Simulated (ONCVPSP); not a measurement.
## Logarithmic derivatives: molybdenum, ONCV

molybdenum (Mo), optimised norm-conserving Vanderbilt (ONCV), made with ONCVPSP 4.0.1 (LDA (Perdew-Wang 92), scalar-relativistic). Core [Ar] 3d10, reference 4s2 4p6 4d5 5s1. Waves: 4s+5s: rc 2.10 bohr, ncon 4, nbas 8, qcut 5.6 1/bohr, 3 projectors, debl 1.6 Ha; 4p: rc 1.65 bohr, ncon 3, nbas 6, qcut 10.5 1/bohr, 1 projector; 4d: rc 1.60 bohr, ncon 4, nbas 8, qcut 5.5 1/bohr, 2 projectors, debl 0.4 Ha. Local part: polynomial inside 1.55 bohr (lpopt 3, dvloc0 1 Ha). Core correction: Teter function fitted to the true core (icmod 2), fcfact 0.7.

The phase is arctan(r·R′/R) of the radial function R(r), unwrapped; energies in Ha, scanned from -4 to 5 Ha. A pole is an energy at which the radial function vanishes at the test radius. The pseudo phase is shifted by a multiple of π to meet the all-electron one at the reference energy, and phase errors are pseudo minus all-electron; the curves can meet again beyond the range given. Levels narrower than the energy grid can be missing from the lists of poles.

| channel | radius (bohr) | reference energy (Ha) | poles, all-electron | poles, pseudo | unbroken range about the reference energy with phases within 0.05 rad | phase error 1 Ha above the reference energy (rad) |
| --- | --- | --- | --- | --- | --- | --- |
| s | 2.13 | -0.16 | -2.26, 3.08 | -2.26, 3.07 | the whole range | +0.000 |
| p | 1.68 | -1.42 | -0.54 | -0.55 | below 1.3 | -0.004 |
| d | 1.62 | -0.14 | 1.69 | 1.68 | below 4.4 | -0.000 |

Phases in the p channel:

```
E (Ha)  all-electron  pseudo
 -3.98         1.193   1.191
 -3.74         1.159   1.157
 -3.50         1.116   1.113
 -3.26         1.058   1.054
 -3.02         0.975   0.971
 -2.78         0.849   0.843
 -2.54         0.640   0.632
 -2.30         0.274   0.264
 -2.06        -0.281  -0.289
 -1.82        -0.795  -0.798
 -1.58        -1.112  -1.113
 -1.34        -1.296  -1.296
 -1.10        -1.412  -1.412
 -0.86        -1.492  -1.493
 -0.62        -1.553  -1.555
 -0.38        -1.602  -1.605
 -0.14        -1.644  -1.649
  0.10        -1.683  -1.691
  0.34        -1.720  -1.731
  0.58        -1.758  -1.774
  0.82        -1.798  -1.821
  1.06        -1.843  -1.876
  1.30        -1.896  -1.944
  1.54        -1.960  -2.034
  1.78        -2.043  -2.160
  2.02        -2.155  -2.352
  2.26        -2.314  -2.651
  2.50        -2.548  -3.084
  2.74        -2.883  -3.547
  2.98        -3.288  -3.894
  3.22        -3.657  -4.116
  3.46        -3.926  -4.259
  3.70        -4.108  -4.356
  3.94        -4.233  -4.426
  4.18        -4.321  -4.478
  4.42        -4.387  -4.520
  4.66        -4.438  -4.554
  4.90        -4.478  -4.582
```
